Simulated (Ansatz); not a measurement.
`[F][Cd][O][SiH3]` + HBr → `[SiH3][O][Cd][Br]` + H–F at 700 K and 1 bar (ligand exchange at a Cd–F bond).

Program: Ansatz. Geometries: PBE0-D4/def2-TZVP. ΔE: electronic, gas phase. CCSD(T)/CBS adds triple-zeta CCSD(T) − MP2 to the extrapolated MP2 energy (def2 sets, frozen cores). This one scheme is used for every species. def2 core potentials past Kr. For Br, Cd outer-core shells are correlated without core-valence functions, which leaves a few kJ/mol of doubt a bond. Scalar relativity is left out up to krypton. Each species was taken in one conformer, which may not be the lowest.

```
            species  CCSD(T)/CBS energy (Eh)  H − E (kJ/mol)  S (J/(mol·K))
 `[F][Cd][O][SiH3]`               -633.61664           144.1          446.6
                HBr              -2573.91920            36.5          223.7
`[SiH3][O][Cd][Br]`              -3107.18482           143.4          472.1
                H–F               -100.39570            45.2          198.5
```

H − E and S are ideal-gas, rigid-rotor, harmonic terms from PBE0-D4/def2-TZVP, for one conformer and one mirror image of each species. 1 Eh = 2625.50 kJ/mol, R = 8.31446 J/(mol·K).

By hand: ΔE, ΔH, ΔS and ΔG.

ΔE = (-3107.18482) + (-100.39570) − (-633.61664) − (-2573.91920) = -0.04468 Eh = -117.3 kJ/mol. Δ(H − E) = 143.4 + 45.2 − 144.1 − 36.5 = 8.0, so ΔH = -109.3 kJ/mol. ΔS = 472.1 + 198.5 − 446.6 − 223.7 = 0.3 J/(mol·K). ΔG = -109.3 − 700 × (0.3)/1000 = -109.5 kJ/mol.

By hand: the equilibrium constant, and the temperature at which ΔG would vanish if ΔH and ΔS stayed fixed.

log₁₀ K = −ΔG/(RT ln 10) = 8.2. ΔH and −TΔS have one sign here, so there is no such temperature.

The number of gas molecules stays the same, so ΔS is small and ΔH decides. A doubt of 5 kJ/mol in ΔE shifts log₁₀ K by 0.4 here. Other conformers and mirror images would add mixing entropy, several J/(mol·K) or more a flexible species. Modes under 60 cm⁻¹, often nearly free rotors, make the harmonic entropy too high. These are equilibria of isolated gas molecules and say nothing of rates. Largest T1 diagnostic: 0.016 (customary marks: 0.02 for closed shells, 0.045 for open ones).

ΔS is within the doubt of such terms, so its sign, and with it that verdict, could turn.
